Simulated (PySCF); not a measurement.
## Unknowns

A single conformation, relativity neglected, no solvent model, one averaged value for each set of equivalent atoms. GIAO PBE0/pcSseg-1 shieldings; coordinates at the GFN2-xTB level; PySCF 2.14.

δ = σ(ref) − σ, references computed at the same level: 1H, 13C vs TMS. Where no couplings were computed, multiplicities follow the n + 1 count of equivalent neighbours, and m marks all less simple cases (inequivalent or close neighbours, rings, F or P nearby). Shifts are as computed. Against solution values, carbons near 30 ppm lie about +3 ppm off and those near 130 ppm about +5 ppm (rms about the fit 2.1 ppm; single classes can miss by 10 ppm). Of 1328 compounds with measured shifts, 309 miss one by over three times the rms of a fit or turn the order of signals round; such compounds aren't used in these exercises. Signals without a measured value on file couldn't be tested in this way; 1H shifts scatter by 0.2 ppm about their fit, and single ones miss by 0.5 ppm. OH and NH positions are gas-phase values without hydrogen bonding to other molecules.

Problem. C5H9N. 1H NMR (300 MHz, computed): δ 7.52 (t, 1H), 7.26 (m, 1H), 4.37 (m, 1H), 4.16 (m, 1H), 2.40 (m, 2H), 1.09 (t, 3H). 13C{1H} NMR (computed): δ 167.8 (CH), 150.1 (CH), 98.3 (CH2), 27.2 (CH2), 13.1 (CH3). Identify the compound.

Solution. SMILES C=C/N=C\CC. The formula gives 2 degrees of unsaturation (no ring in the answer). 5 carbon signals for 5 carbons: no two carbons are equivalent. Carbon types of the structure: 2 × CH, 2 × CH2, 1 × CH3, which accounts for all hydrogens. δC 167.8: C=N carbon. δC 150.1: alkene CH; the olefinic region. δC 98.3: terminal =CH2 carbon. δC 13.1: methyl carbon; saturated and bonded to C and H only.

The shifts were computed for this structure.

Problem. C5H9N. 1H NMR (300 MHz, computed): δ 7.21 (m, 1H), 4.34 (m, 1H), 4.06 (m, 1H), 2.06 (s, 3H), 1.98 (s, 3H). 13C{1H} NMR (computed): δ 167.1 (C), 150.4 (CH), 97.5 (CH2), 31.4 (CH3), 19.3 (CH3). Give a structure.

Solution. SMILES C=CN=C(C)C. The formula gives 2 degrees of unsaturation (no ring in the answer). 5 carbon signals for 5 carbons: no two carbons are equivalent. Carbon types of the structure: 1 × C, 1 × CH, 1 × CH2, 2 × CH3, which accounts for all hydrogens. δC 167.1: C=N carbon. δC 150.4: alkene CH; as expected for a trigonal carbon in a double bond. δC 97.5: terminal =CH2 carbon. δC 31.4, 19.3: methyl carbon; a saturated carbon with 1 carbon neighbour and no heteroatom attached.

The data come from this structure; uniqueness wasn't tested.

Problem. C8H7N. 1H NMR (300 MHz, computed): δ 7.96 (d, 1H), 7.73 (m, 1H), 7.60 (m, 1H), 7.55 (m, 1H), 2.72 (s, 3H). 13C{1H} NMR (computed): δ 150.2, 140.7, 138.0, 135.0, 131.5, 123.6, 117.5, 24.1. Identify the compound.

Solution. o-tolunitrile (SMILES Cc1ccccc1C#N). Rings plus π bonds: 6 (1 ring in the answer). 8 carbon signals for 8 carbons: no two carbons are equivalent. Carbon types of the structure: 3 × C, 4 × CH, 1 × CH3, which accounts for all hydrogens. δC 150.2, 117.5: substituted aromatic carbon. δC 140.7, 138.0, 135.0, 131.5: aromatic CH. δC 123.6: nitrile carbon; this is the usual window of a C≡N carbon, which has no attached hydrogen. δH 2.72: hydrogen on a methyl carbon on an aromatic ring; benzylic-type position, deshielded by the ring.

The data come from this structure; uniqueness wasn't tested.

Problem. C5H9N. 1H NMR (600 MHz, computed): δ 6.53 (m, 1H), 5.46 (m, 1H), 4.69 (m, 1H), 2.50 (m, 1H), 2.07 (m, 1H), 1.02 (d, 3H), -0.07 (br s, 1H). 13C{1H} NMR (computed): δ 144.0 (CH), 117.3 (CH2), 38.2 (CH), 35.9 (CH), 15.0 (CH3). What is it?

Solution. SMILES [C@@H]1(C)[C@H](C=C)N1. The formula gives 2 degrees of unsaturation (1 ring in the answer). 5 carbon signals for 5 carbons: no two carbons are equivalent. Carbon types of the structure: 3 × CH, 1 × CH2, 1 × CH3, leaving 1 H on heteroatoms. δC 144.0: alkene CH; an sp2 carbon of a C=C bond. δC 117.3: terminal =CH2 carbon; the olefinic region. δH 5.46, 4.69: hydrogen on a terminal =CH2 carbon; attached to an sp2 carbon and in the plane of the double bond. δH 2.50, 2.07: hydrogen on an aziridine ring carbon.

The shifts were computed for this structure. Such data don't tell enantiomers apart.
